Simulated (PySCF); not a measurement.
## Dipole moment and polarisability of `FC(F)(F)CC#P`

Compound: C3H2F3P.
Structure used (GFN2-xTB), in Å, numbered top down from 1:
```xyz
9
C3H2F3P angstrom
F     -1.8247    0.2948   -1.0017
C     -0.8197    0.4977   -0.1336
F     -1.3713    0.5397    1.0863
F     -0.3381    1.7218   -0.3858
C      0.2481   -0.5815   -0.2510
C      1.3128   -0.3350    0.6961
P      2.4185   -0.0177    1.7340
H      0.6217   -0.5670   -1.2807
H     -0.2338   -1.5468   -0.0616
```

Level: B3LYP/def2-SVPD (PySCF), static field, nuclei fixed, core orbitals frozen in the response. The polarisability tensor in these axes (au):

```
x   72.28  1.91 17.55
y    1.91 51.30  2.73
z   17.55  2.73 64.18
```

Task: Diagonalise the tensor; give its mean and Δα, where Δα² is half the sum of the squared differences of the eigenvalues.

Result: Principal values 49.59, 51.65 and 86.53 au; mean 62.59 au = 9.27 Å³ = 10.32 × 10⁻⁴⁰ C²·m²/J; Δα = 35.95 au (57 % of the mean).

Task: What is the dipole moment, and where does it point?

Result: (1.03, -1.62, -0.58) D, 2.01 D in size, pointing from the negative to the positive side. Measured along this direction, the outermost atoms are F4 and F3 at the negative end and H9 and H8 at the positive end.

Task: What would n − 1 = 2πNα be for an ideal gas of these molecules at 500 K and 1 atm, electronic part alone?

Result: N = p/kT = 1.4678 × 10¹⁹ cm⁻³, so n − 1 = 2π × N × 9.27 × 10⁻²⁴ cm³ = 855 × 10⁻⁶ at long wavelengths, for an ideal gas.

Task: Find the Langevin capture rate constant for NH4+ (18.034 u) meeting this molecule (125.985 u), k = 2.342 × 10⁻⁹ cm³/s × √(α in Å³ / reduced mass in u).

Result: The reduced mass is 15.78 u, so k = 1.80 × 10⁻⁹ cm³/s. The formula leaves out the permanent dipole, which adds to the capture rate.

Task: Directions of the eigenvectors, and the extent of the frame along each?

Result: Largest value along (0.78, 0.09, 0.62), where the nuclei span 4.97 Å; middle along (-0.40, 0.83, 0.39), 2.64 Å; least along (-0.48, -0.55, 0.68), 2.15 Å. The response follows the extents in order.

Isolated species at its GFN2-xTB geometry, gas phase.
